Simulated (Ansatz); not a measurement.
Cartesian coordinates in Å:
```
O 1.096 -1.936 0.785
C 1.145 -0.743 0.766
C -0.096 0.134 0.696
F 0.222 1.350 1.242
F -1.086 -0.409 1.449
Si -0.737 0.395 -1.113
H 2.097 -0.173 0.754
H 0.390 0.925 -1.919
H -1.845 1.374 -1.032
H -1.186 -0.917 -1.629
```

Charge 0, multiplicity 1.

Task: List the B3LYP/def2-TZVPP orbital energies in eV (the Gaussian-basis code of Ansatz). (Best estimate.)

Result: Ansatz gave: Occupied: -1799.72, -672.48, -672.44, -521.45, -281.50, -280.05, -144.29, -99.62, -99.59, -99.58, -34.75, -33.21, -29.70, -20.61, -17.34, -16.18, -15.66, -14.80, -13.76, -13.21, -12.29, -12.18, -11.67, -11.43, -10.35, -10.29, -9.49, -7.79. Lowest empty: -2.15, -0.14, 0.41, 0.80, 1.11, 1.69, 2.16, 2.85.

B3LYP here is the variant with VWN-RPA as its local correlation; programs differ in this.
